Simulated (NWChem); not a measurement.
AlH3S2O; SMILES [OH][Al]([SH])[SH]

```xyz
7

Al     0.4061    -0.0722    -0.0088
O      2.0851    -0.3096    -0.0131
H      2.7824     0.3464     0.0109
S     -0.8416    -1.8569    -0.0242
H      0.2407    -2.6680    -0.0242
S     -0.4802     1.9224     0.0093
H     -1.7471     1.4510     0.0224
```
Atoms are numbered in this order, from 1.

Structure relaxed at the PBE0/def2-SVP level. B3LYP is NWChem's, with the RPA form of VWN correlation.

Task: Give the principal values of the shielding tensors (ppm) of Al1, O2, S4, S6 from B3LYP/6-31G* (spherical d), GIAO (NWChem), with their diamagnetic and paramagnetic parts as GIAO splits them.

Result: 
```json
[
 {"atom": "Al1", "σ11": "424.4", "σ22": "425.2", "σ33": "476.4", "isotropic": "442.0", "diamagnetic": "798.6", "paramagnetic": "-356.6"},
 {"atom": "O2", "σ11": "231.1", "σ22": "280.3", "σ33": "318.9", "isotropic": "276.8", "diamagnetic": "389.3", "paramagnetic": "-112.6"},
 {"atom": "S4", "σ11": "663.4", "σ22": "724.3", "σ33": "908.4", "isotropic": "765.4", "diamagnetic": "1057.2", "paramagnetic": "-291.8"},
 {"atom": "S6", "σ11": "700.1", "σ22": "703.5", "σ33": "819.4", "isotropic": "741.0", "diamagnetic": "1057.0", "paramagnetic": "-316.0"}
]
```
